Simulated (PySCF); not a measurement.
## Mayer bond orders and bond lengths

C7H9O2P.
Numbering: `[CH:1]#[C:2][CH2:3][P:4]([CH:5]=[CH2:6])[C:7](=[O:8])[O:9][CH3:10]` (hydrogens: H11 on C1; H12, H13 on C3; H14 on C5; H15, H16 on C6; H17, H18, H19 on C10)

Structure used (GFN2-xTB), in Å, numbered top down from 1:
```xyz
19
C7H9O2P angstrom
C     -3.802    0.166    1.371
C     -2.860   -0.165    0.710
C     -1.721   -0.548   -0.086
P     -0.135   -0.522    0.903
C      0.316    1.238    0.859
C     -0.542    2.244    0.792
C      0.954   -1.065   -0.490
O      0.597   -1.740   -1.419
O      2.202   -0.673   -0.258
C      3.190   -1.094   -1.194
H     -4.633    0.451    1.944
H     -1.617    0.113   -0.953
H     -1.842   -1.578   -0.438
H      1.378    1.411    0.983
H     -0.209    3.269    0.824
H     -1.605    2.088    0.711
H      2.960   -0.701   -2.187
H      3.220   -2.184   -1.244
H      4.138   -0.700   -0.836
```

Bond orders from the PBE0/pcSseg-1 density (PySCF). Geometry: GFN2-xTB, one conformer, isolated molecule.

**Question.** How far do the computed orders between heavy atoms stray from the drawn ones?

**Answer.** The largest departure is 0.496, at C1–C2 (drawn triple, 2.504). Drawn single, order below 0.88: P4–C7 (0.861) and O9–C10 (0.856). Drawn double or triple, more than 0.30 short of the drawn order: C1–C2 (2.504).

**Question.** Set the Mayer orders of the bonds between heavy atoms beside their lengths.

**Answer.** 
```
  bond  drawn as  length (Å)  Mayer order
 C1–C2    triple       1.197        2.504
 C2–C3    single       1.441        1.086
 C3–P4    single       1.870        0.960
 P4–C5    single       1.817        0.946
 C5–C6    double       1.324        1.959
 P4–C7    single       1.849        0.861
 C7–O8    double       1.202        1.880
 C7–O9    single       1.329        1.090
O9–C10    single       1.424        0.856
```

By pair of heavy elements: C–C: lowest C2–C3 (1.086, 1.441 Å), highest C1–C2 (2.504, 1.197 Å). C–P: lowest P4–C7 (0.861, 1.849 Å), highest C3–P4 (0.960, 1.870 Å); in 1 of the 3 pairs the longer bond (by over 0.003 Å) has the higher order (by 0.02 or more). C–O: lowest O9–C10 (0.856, 1.424 Å), highest C7–O8 (1.880, 1.202 Å).

**Question.** And the bonds to hydrogen?

**Answer.** C–H: 0.89 to 1.16 (9 bonds).

**Question.** Sum the orders of all bonds at each heavy atom with more than one neighbour and set the sums beside the valence in the SMILES.

**Answer.** C1 3.662 (drawn 4), C2 3.590 (drawn 4), C3 3.844 (drawn 4), P4 2.767 (drawn 3), C5 3.837 (drawn 4), C6 3.853 (drawn 4), C7 3.831 (drawn 4), O9 1.946 (drawn 2), C10 3.752 (drawn 4). Orders between atoms that aren't bonded are not in these sums.

For a closed shell the Mayer order of atoms A and B is Σ (PS)μν (PS)νμ over the basis functions μ on A and ν on B, with P the density and S the overlap matrix.

These values come from a run that also computed NMR shieldings. Rough CPU time on one thread of a shared machine: about 2.1 min.
